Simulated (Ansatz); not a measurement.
`O[SiH]([SiH3])[GaH2]` + `[OH][AlH2]` → `O[SiH]([SiH3])[O][AlH2]` + `[GaH3]` at 700 K and 1 bar (cleavage of the Si–Ga bond).

Isolated molecules relaxed with PBE0-D4/def2-TZVP in Ansatz; ΔE leaves out vibrations. CCSD(T)/CBS is the MP2 limit (def2-TZVPP, def2-QZVPP) plus CCSD(T) − MP2 in def2-TZVPP, frozen cores. This one scheme is used for every species. For Ga outer-core shells are correlated without core-valence functions, which leaves a few kJ/mol of doubt a bond. Scalar relativity is left out up to krypton. One conformer a species, not always the lowest.

| species | CCSD(T)/CBS energy (Eh) | H − E (kJ/mol) | S (J/(mol·K)) |
| --- | --- | --- | --- |
| `O[SiH]([SiH3])[GaH2]` | -2581.49785 | 254.7 | 538.0 |
| `[OH][AlH2]` | -319.03157 | 111.2 | 312.7 |
| `O[SiH]([SiH3])[O][AlH2]` | -974.86715 | 276.8 | 579.7 |
| `[GaH3]` | -1925.70545 | 80.8 | 262.3 |

H − E and S are ideal-gas, rigid-rotor, harmonic terms from PBE0-D4/def2-TZVP, for one conformer and one mirror image of each species. 1 Eh = 2625.50 kJ/mol, R = 8.31446 J/(mol·K).

Task: By hand: ΔE, ΔH, ΔS and ΔG.

Result: ΔE = (-974.86715) + (-1925.70545) − (-2581.49785) − (-319.03157) = -0.04318 Eh = -113.4 kJ/mol. Δ(H − E) = 276.8 + 80.8 − 254.7 − 111.2 = -8.3, so ΔH = -121.7 kJ/mol. ΔS = 579.7 + 262.3 − 538.0 − 312.7 = -8.7 J/(mol·K). ΔG = -121.7 − 700 × (-8.7)/1000 = -115.6 kJ/mol.

Task: By hand: the equilibrium constant, and the temperature at which ΔG would vanish if ΔH and ΔS stayed fixed.

Result: log₁₀ K = −ΔG/(RT ln 10) = 8.6. ΔG = 0 at ΔH/ΔS = 13989 K, far beyond where these terms or the molecules hold.

The number of gas molecules stays the same, so ΔS is small and ΔH decides. A doubt of 5 kJ/mol in ΔE shifts log₁₀ K by 0.4 here. Other conformers and mirror images would add mixing entropy, several J/(mol·K) or more a flexible species. Modes under 60 cm⁻¹, often nearly free rotors, make the harmonic entropy too high. These are equilibria of isolated gas molecules and say nothing of rates. Largest T1 diagnostic: 0.014 (customary marks: 0.02 for closed shells, 0.045 for open ones).
